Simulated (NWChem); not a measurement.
# C$_{3}$H$_{9}$Sb; SMILES [CH3][Sb]([CH3])[CH3]

Program: NWChem. The geometry was optimised at PBE-D3(BJ)/def2-SVP. No frequency run checked for a minimum. def2 effective core potentials on Sb; no spin-orbit coupling. Level M06-2X/def2-SVP: energy and gradient on several grids; changes count from the extra-fine grid, which is no exact limit either.

| grid | size of the energy change (μHa) | largest change of a gradient component (μHa/bohr) | time, medium = 1 (rough) |
|---|---|---|---|
| xcoarse | 10000 | 5000 | about 1 |
| coarse | 200 | 600 | about 1 |
| medium | 20 | 300 | about 1 |
| fine | < 10 | 30 | about 1 |
| xfine | < 10 | < 30 | 3 |
